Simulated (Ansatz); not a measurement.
The same path of C₂H₇BOSi (12 atoms, charge 0, multiplicity 1) was run 3 times with different band settings. The coordinate that changes most is the dihedral H6–C1–C2–O5.

Computed with RKS B3LYP-D4/STO-3G in Ansatz 0.2.0.

Relaxed end points:

```xyz
12
Properties=species:S:1:pos:R:3
C -1.256 0.965 -0.036
C -0.602 -0.319 -0.598
B 0.257 -1.424 0.098
Si 1.557 -0.242 0.823
O 0.903 -0.288 -0.898
H -0.874 1.238 0.957
H -2.338 0.781 0.053
H -1.113 1.820 -0.718
H -1.094 -0.621 -1.542
H 0.295 -2.563 -0.141
H 1.368 1.083 1.375
H 2.973 -0.485 0.660
```

```xyz
12
Properties=species:S:1:pos:R:3
C -1.077 1.140 -0.225
C -0.399 -0.124 -0.804
B 0.078 -1.443 -0.114
Si 1.174 -0.601 1.190
O 1.117 -0.274 -0.621
H -0.643 2.060 -0.650
H -1.010 1.192 0.871
H -2.143 1.108 -0.501
H -0.583 -0.195 -1.893
H 0.086 -2.522 -0.552
H 0.939 0.632 1.912
H 2.537 -1.028 1.422
```

Common settings: spring 5.0 eV/Å²; start path IDPP; force threshold 0.05 eV/Å; end points relaxed.

| run | movable images | climbing image | optimiser | iteration limit |
| --- | --- | --- | --- | --- |
| 1 | 5 | yes | quadratic models (default) | 49 |
| 2 | 8 | no | quadratic models (default) | 31 |
| 3 | 5 | from the first iteration | fire | 60 |

Problem. What does each run give, and how far can it be trusted?

Solution. Run 1: converged after 4 iterations, highest image 0.066 eV above the first end. A vibrational analysis at the climbing image gives one clearly imaginary mode, 170i cm⁻¹: a first-order saddle point.
Run 2: converged after 4 iterations, highest image 0.065 eV above the first end. No image climbed, so the highest image needn't sit at the top of the path.
Run 3: converged after 24 iterations, highest image 0.066 eV above the first end. Another band between the same ends (5 images) ends at a top of the same energy, where a vibrational analysis finds 1 clearly imaginary mode.
Limits of this set-up: minimal basis.
